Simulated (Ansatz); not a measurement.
`N[SiH](F)/N=C/O`. The species carries charge 0 and has multiplicity 1.

```
atom   x (Å)   y (Å)   z (Å)
  N1   1.419  -0.557  -1.479
 Si2  -0.136  -0.660  -0.822
  F3  -0.378  -2.008   0.025
  N4  -0.365   0.691   0.206
  C5  -0.729   0.632   1.407
  O6  -0.921   1.713   2.164
  H7   2.180  -0.137  -0.972
  H8   1.735  -1.165  -2.214
  H9  -1.139  -0.715  -1.904
 H10  -0.934  -0.274   1.986
 H11  -0.733   2.481   1.604
```

(1) Give the diagnostics of a CCSD(T)/def2-TZVPP run (frozen core, Ansatz). (Best estimate.)

Answers

(1) The calculation gave: T1 = 0.0132, largest single amplitude 0.027, largest double 0.036, (T) share of the correlation energy 3.7 %, 9 CCSD cycles. The RHF solution is stable towards an unrestricted one. T1 lies under the customary mark of 0.02 for closed shells.
